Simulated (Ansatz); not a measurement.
Cost and result for the atomization energy of `F[SiH2][SiH2]F` (8 atoms, 7 bonds).

Charge 0, multiplicity 1. The structure was optimised at the PBE0-D4/def2-TZVP level. It is one conformer, not always the lowest. Program: Ansatz. All runs use 2 threads of a server CPU on a shared host. Times are those of one run each, without the atoms' runs, and a repeat can differ threefold. Electronic energies, without spin–orbit coupling; frozen cores. CCSD(T)/CBS adds CCSD(T) − MP2 in def2-TZVPP to the MP2 limit, and its time is that of the two runs behind it. T1 = 0.012. B3LYP takes the VWN-RPA correlation (the form of Gaussian; ORCA's B3LYP/G).

CCSD(T)/CBS is a level of theory with its own doubt, some kJ/mol a heavy atom from the limit and from the frozen cores, so smaller differences don't rank the functionals.

```
                             level  functions  wall time
   PBE-D4/def2-TZVPP (with forces)        202      4.5 s
                PBE0-D4/def2-TZVPP        202      5.5 s
r2SCAN-D4/def2-TZVPP (with forces)        202        6 s
 B3LYP-D4/def2-TZVPP (with forces)        202      7.5 s
                 B2PLYP/def2-TZVPP        202      9.1 s
                ωB97X-V/def2-TZVPP        202       14 s
  ωB97M-V/def2-TZVPP (with forces)        202       19 s
                    MP2/def2-QZVPP        374       31 s
                CCSD(T)/def2-TZVPP        202       98 s
                 CCSD(T)/CBS(def2)          –    2.2 min
```

Q: What atomization energy does each give, and how far from CCSD(T)/CBS? (Best estimate.)

A: Computed: 
```json
{"level": "PBE-D4/def2-TZVPP (with forces)", "atomization (kcal/mol)": "639.5", "difference from CCSD(T)/CBS": "-7.7", "per bond": "-1.1"}
{"level": "PBE0-D4/def2-TZVPP", "atomization (kcal/mol)": "631.2", "difference from CCSD(T)/CBS": "-16.0", "per bond": "-2.3"}
{"level": "r2SCAN-D4/def2-TZVPP (with forces)", "atomization (kcal/mol)": "642.3", "difference from CCSD(T)/CBS": "-4.9", "per bond": "-0.7"}
{"level": "B3LYP-D4/def2-TZVPP (with forces)", "atomization (kcal/mol)": "640.1", "difference from CCSD(T)/CBS": "-7.1", "per bond": "-1.0"}
{"level": "B2PLYP/def2-TZVPP", "atomization (kcal/mol)": "635.5", "difference from CCSD(T)/CBS": "-11.7", "per bond": "-1.7"}
{"level": "ωB97X-V/def2-TZVPP", "atomization (kcal/mol)": "648.0", "difference from CCSD(T)/CBS": "0.8", "per bond": "0.1"}
{"level": "ωB97M-V/def2-TZVPP (with forces)", "atomization (kcal/mol)": "642.6", "difference from CCSD(T)/CBS": "-4.6", "per bond": "-0.6"}
{"level": "MP2/def2-QZVPP", "atomization (kcal/mol)": "649.1", "difference from CCSD(T)/CBS": "1.9", "per bond": "0.3"}
{"level": "CCSD(T)/def2-TZVPP", "atomization (kcal/mol)": "627.9", "difference from CCSD(T)/CBS": "-19.3", "per bond": "-2.8"}
{"level": "CCSD(T)/CBS(def2)", "atomization (kcal/mol)": "647.2", "difference from CCSD(T)/CBS": "0.0", "per bond": "0.0"}
```

In def2-TZVPP, CCSD(T) changes the Hartree–Fock value by +137.7 kcal/mol (the triples alone add +6.6 kcal/mol) and MP2 by +147.0 kcal/mol; breaking electron pairs costs correlation energy, which Hartree–Fock lacks. From PBE to PBE0 (25 % exact exchange), in def2-TZVPP and without D4, the atomization energy moves by −7.8 kcal/mol: exact exchange takes away binding that semilocal exchange gives to molecules. The D4 term adds +5.4 kcal/mol with B3LYP and +2.8 kcal/mol with PBE0; it sums over pairs of atoms, weighted by their polarisabilities, and B3LYP, whose exchange is more repulsive, gets the larger term.
